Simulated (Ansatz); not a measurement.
Program: Ansatz 0.2.0.

A structure relaxed at PBE0-D4/def2-TZVP, charge 0, multiplicity 1:

```xyz
5

Cl   -1.218   -1.585   -0.903
Ti   -0.018   -0.024   -0.014
Br   -0.581    0.208    2.220
Br    2.224   -0.575   -0.188
Br   -0.407    1.975   -1.115
```

Task: Give its formula and SMILES.

Result: Br3ClTi, `[Cl][Ti]([Br])([Br])[Br]`.

Task: Point group (tolerance 0.08 Å, 0.16 Å for H)?

Result: C3v.

Task: Summarise the bond lengths by kind.

Result: 1 × Cl–Ti 2.160 Å; 3 × Br–Ti 2.315 Å.
